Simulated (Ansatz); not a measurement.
`[NH2][W]([OH])(=[S])=[S]` + `FC(F)(F)C1=CC(C(F)(F)F)=[O+][Al-]([Cl])([Cl])[O]1` → `[NH2][W](=[S])(=[S])[Cl]` + `[OH][Al-]1([Cl])[O]C(C(F)(F)F)=CC(C(F)(F)F)=[O+]1`  (redistribution)

Computed with Ansatz on PBE0-D4/def2-TZVP structures; ΔE is electronic, products minus reactants. CCSD(T)/CBS adds triple-zeta CCSD(T) − MP2 to the extrapolated MP2 energy (def2 sets, frozen cores). Functionals use def2-TZVPP. B3LYP here is the variant with VWN-RPA as its local correlation; programs differ in this. def2 core potentials past Kr. For W outer-core shells are correlated without core-valence functions, which leaves a few kJ/mol of doubt a bond. Each species was taken in one conformer, which may not be the lowest.

| level | ΔE (kJ/mol) | difference from CCSD(T)/CBS |
| --- | --- | --- |
| LDA (SPW92) | -2.1 | 4.2 |
| B97M-V | 1.7 | 8.0 |
| PBE | -0.9 | 5.4 |
| revPBE | -0.1 | 6.2 |
| r2SCAN | -0.4 | 5.9 |
| B3LYP | -3.4 | 2.9 |
| r2SCAN0 | -0.9 | 5.4 |
| BHLYP | -1.5 | 4.8 |
| RPA@PBE/def2-TZVPP | -6.6 | -0.3 |
| HF/def2-SVP | 12.0 | 18.3 |
| MP2/def2-SVP | -14.9 | -8.6 |
| MP2/def2-TZVPP | -24.9 | -18.6 |
| HF/def2-QZVPP | 6.0 | 12.3 |
| SCS-MP2/def2-QZVPP | -19.2 | -12.9 |
| MP2/CBS(def2) | -24.0 | -17.7 |
| CCSD/CBS(def2) | -3.2 | 3.1 |
| CCSD(T)/CBS | -6.3 | 0 |

Largest T1 diagnostic among the species: 0.022, so the coupled-cluster value is less sure than usual.

Leaving LDA and LC-ωPBE aside and taking each functional with its dispersion term where it has one, the values, not all of them listed here, spread over 15.7 kJ/mol, from B2PLYP to ωB97X-V. At CCSD(T), def2-SVP lies +7.1 kJ/mol from the extrapolated value and def2-TZVPP −0.9 kJ/mol.
